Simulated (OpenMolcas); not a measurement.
**S2+: effect of the level shift or regulariser**

```json
{
 "Program": "OpenMolcas",
 "Basis": "ANO-RCC-VTZP [5s4p2d1f]",
 "Scalar Hamiltonian": "DKH2, point nucleus",
 "Active space": "4 electrons in 4 orbitals (3s 3p)",
 "State averaging": "2S+1 = 3 even, 6 roots; 2S+1 = 1 even, 12 roots; 2S+1 = 5 odd, 1 root; 2S+1 = 3 odd, 9 roots; 2S+1 = 1 odd, 8 roots",
 "Spin-orbit coupling": "RASSI with atomic mean-field integrals over the reference wave functions, term energies averaged over their components"
}
```

Methods on the same reference wave functions:
A. CASSCF
B. MS-CASPT2, IPEA 0.25 Eh, imaginary shift 0.1 Eh (closed shells correlated: 2s 2p)
C. MS-CASPT2, IPEA 0.25 Eh, real shift 0.2 Eh (closed shells correlated: 2s 2p)

Energies in cm⁻¹ above 3s² 3p² ³P₀, the measured ground level; measured values from NIST levels in Podobedova, Kelleher and Wiese, J. Phys. Chem. Ref. Data 38, 171 (2009).

```csv
Level,A,B,C,Measured
3s² 3p² ³P₀,0.0,0.0,0.0,0.0
3s² 3p² ³P₁,266,267,267,299
3s² 3p² ³P₂,749,750,750,833
3s² 3p² ¹D₂,14267,11040,11080,11323
3s² 3p² ¹S₀,25842,25790,25810,27161
3s 3p³ ⁵S°₂,46033,54480,54430,58672
3s 3p³ ³D°₂,93495,81750,83090,84047
3s 3p³ ³D°₁,93499,81760,83090,84019
3s 3p³ ³D°₃,93509,81760,83100,84099
3s 3p³ ³P°₀,107226,100240,100940,98772
3s 3p³ ³P°₁,107232,100250,100950,98766
3s 3p³ ³P°₂,107241,100260,100960,98745
3s 3p³ ¹D°₂,145788,125890,127010,151979
3s 3p³ ³S°₁ [72 %],151737,142070,142270,138067
3s 3p³ ¹P°₁ [72 %],159264,142970,143630,136844
3p⁴ ³P₂,221628,209000,209390,
3p⁴ ³P₁,222129,209600,209950,
3p⁴ ³P₀,222363,209830,210180,
3p⁴ ¹D₂,235590,210270,211330,
3p⁴ ¹S₀,264958,241380,242040,
```

Deviations, from unrounded energies. A percentage is the sum of absolute deviations over the sum of measured energies, with the sign that they share, or ± where signs differ.

```tsv
Against measurement	Levels	A	B	C
mean absolute deviation (cm-1)	14	8100	3800	3700
fine structure of the ground term (%)	2	-10.4	-10.1	-10.2
other terms of the ground configuration (%)	2	±11.1	-4.3	-4.1
other configurations (%)	10	±10.5	±5.0	±4.8
```

B, C lie about equally close to measurement and A furthest from it. The largest miss of C in the table is 3s 3p³ ¹D°₂, by -25000 cm-1. The ranking rests on the paired levels alone, and a cruder setting can come out closer through cancelling errors.

Between B and C the level of the table that moves most is 3s 3p³ ³D°₃, by 1300 cm-1 (lowest in B, highest in C). Moves below CASPT2's spread within the term are not significant.

The mean deviations of B to C differ by less than CASPT2's widest spread within a term (1300 cm-1), so their order carries little weight.

From A to B the spin-free energies of the other terms of 3s² 3p² shown, above ³P, scale by factors of 0.77 to 1.00.

The lowest spin-free term lies below A's lowest term by 0.081 hartree in B, 0.081 hartree in C.

CASPT2 does not keep the components of a term degenerate, so their means are used; among the terms shown or strongly mixed into the levels shown the widest spread is 1300 cm-1 (3s 3p³ ¹D°, B). Over all roots computed the reference weight is 0.85 to 0.99 in B, 0.89 to 0.99 in C; the roots of lowest weight are the least certain, and an intruder state may touch them. Terms of s pⁿ other than that of highest spin mix with s² pⁿ⁻² d, which this space lacks; all of them can be thousands of cm-1 off, and some have no real level of that name. Some levels mix across a computed gap that differs much from the measured one, so their mixing is not that of the real levels (holds for B; C). The CASPT2 spread within a term exceeds the gap to the next term for 3p⁴ ³P and 3p⁴ ¹D, so the order of their levels is uncertain, and so are names and mixing where such terms share a J (holds for B). Measured partners are found by configuration, term and J. A level has none where our copy of the source lacks it or the pairing is in doubt (some pairs that miss far off the trend of their configuration count as doubtful), and it then counts in no deviation. Only configurations of the active space appear.

A share in square brackets marks a mixed level and gives the weight of the term that names it, the lowest over the columns. ° marks odd parity.
